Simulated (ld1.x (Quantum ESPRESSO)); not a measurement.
**Ca (Z = 20), TM: configuration errors across variants**

* Element: calcium (Ca)
* Generator: ld1.x (Quantum ESPRESSO) 7.5
* Type: norm-conserving Troullier–Martins (Kleinman–Bylander form)
* Functional: PBE
* Relativity: scalar-relativistic
* Frozen core: [Ne]
* Valence charge: 10
* Reference configuration: 3s2 3p6 3d0 4s2 4p0
* Partial waves: 3s (bound): rc 1.85 bohr; 3p (bound): rc 1.75 bohr; 3d (bound, empty): rc 3.05 bohr; 4f channel at 0.25 Ry: rc 2.50 bohr
* Local potential: all-electron potential smoothed inside 2.50 bohr (lloc = -1)
* Core correction: none

Occupied shells without a wave of their own: 4s. They enter only through the test configuration that unscreens the potential.

All-electron excitation energies from the reference (eV): (1) 3s2 3p6 3d0 4s1 4p0 6.309; (2) 3s2 3p6 3d0 4s0 4p0 18.130; (3) 3s2 3p6 3d0 4s1.5 4p0 2.504; (4) 3s2 3p6 3d0.5 4s1.5 4p0 1.053; (5) 3s2 3p6 3d0 4s1 4p1 2.422; (6) 3s2 3p5 3d0 4s2 4p0 34.668; (7) 3s2 3p6 3d0 4s0 4p1 9.357.

For the base: The 4s level has no wave, so the channel is fitted at the deeper level alone: the likely source of the large errors.

On the changes marked as counting shells twice: ld1.x takes every shell without a wave as core, so the model core holds the marked electrons as well and exchange and correlation see them twice. This cancels in the reference configuration, but the file is broken for other ones, and its errors say nothing about a proper core correction.

2 further variants failed, have other tests or another functional or relativity, and are left out.

The file “all radii scaled by about 1.32 (s 2.44, p 2.30, d 4.02, f 3.28 bohr); local potential all-electron potential smoothed inside 3.28 bohr (lloc = -1)” misses its own reference levels by 0.6 eV.

Errors AE − PS in meV (a dash: test not solved or not reliable):

| change | (1) | (2) | (3) | (4) | (5) | (6) | (7) | bound ghosts |
| --- | --- | --- | --- | --- | --- | --- | --- | --- |
| base | -351 | -995 | -148 | -87 | -300 | +162 | -818 | none |
| all radii scaled by about 1.32 (s 2.44, p 2.30, d 4.02, f 3.28 bohr); local potential all-electron potential smoothed inside 3.28 bohr (lloc = -1) | +842 | +2267 | +361 | +320 | +413 | -132 | +1355 | none |
| wave 3s (bound): rc 1.85 bohr becomes 3s (bound): rc 1.96 bohr | -377 | -1065 | -159 | -96 | -320 | +159 | -874 | none |
| wave 3p (bound): rc 1.75 bohr becomes 3p (bound): rc 2.36 bohr | -351 | -997 | -148 | -88 | -309 | +186 | -836 | none |
| core correction full core density, not smoothed (it rises at the typed radius of 1.94 bohr, so ld1.x skipped the fit) (4s counted twice) | -505 | -1667 | -183 | -97 | -326 | +102 | -940 | none |

Problem. Give the same row for: local potential all-electron potential smoothed inside 3.62 bohr (lloc = -1).

Solution. +916, +2470, +393, +304, +466, -186, +1505; bound ghosts: none.
